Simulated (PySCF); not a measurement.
# Electronic structure of Al (aluminium, neutral) at the UHF level

Configuration: [Ne] 3s2 3d1, 2D determinant (an excited configuration). Computed with PySCF 2.14 in aug-cc-pVDZ-DK, with the spin-free X2C one-electron Hamiltonian (Gaussian nucleus).

```json
{"Total energy": "-242.126864 hartree", "One-electron energy": "-335.7851 hartree", "Hartree (Coulomb) energy": "111.6907 hartree", "Exchange energy": "-18.0325 hartree", "⟨S²⟩": "0.7508", "⟨L²⟩": "6.003", "Sum of ⟨r⟩": "15.32 bohr", "Sum of ⟨r²⟩": "48.38 bohr²", "Traceless quadrupole moment −½Σ⟨3z² − r²⟩ along its main axis": "8.56 e·bohr²", "Langevin diamagnetic susceptibility": "-38.3 ×10⁻⁶ cm³/mol"}
```

| shell | electrons | mean orbital energy (hartree) | spread (hartree) | rms radius, mean of both spins (bohr) |
| --- | --- | --- | --- | --- |
| 1s β | 1 | -58.74314 | 0 | 0.139 |
| 1s α | 1 | -58.74287 | 0 | 0.139 |
| 2s β | 1 | -5.04108 | 0 | 0.675 |
| 2s α | 1 | -5.04053 | 0 | 0.675 |
| 2p β | 3 | -3.32766 | 0.00060 | 0.674 |
| 2p α | 3 | -3.32746 | 0.00058 | 0.674 |
| 3s α | 1 | -0.45847 | 0 | 2.66 |
| 3s β | 1 | -0.45324 | 0 | 2.66 |
| 3d α | 1 | -0.02392 | 0 | 5.53 |

The outer electron is Rydberg-like, and this basis confines it to a smaller radius and binds it less than a complete one would.

Densities and radii are taken from the X2C orbitals without a picture-change correction, which distorts them close to the nucleus.

Spin-orbit constants ζ (cm⁻¹) from the X2C one-electron operator on these orbitals: bare nucleus, nucleus screened by l(l+1)(2l+1)/3 electrons, and screened by the Breit-Pauli mean field of the electrons.

| shell | bare | screened nucleus | mean field |
| --- | --- | --- | --- |
| 2p | 2643 | 2237 | 2051 |
| 3d | 1.053 | 0.2429 | 0.04187 |

To first order the Landé constant is A = 0.04187 cm⁻¹, so the lowest level has J = 3/2 and lies 7.79e-06 eV below the centre of the term.
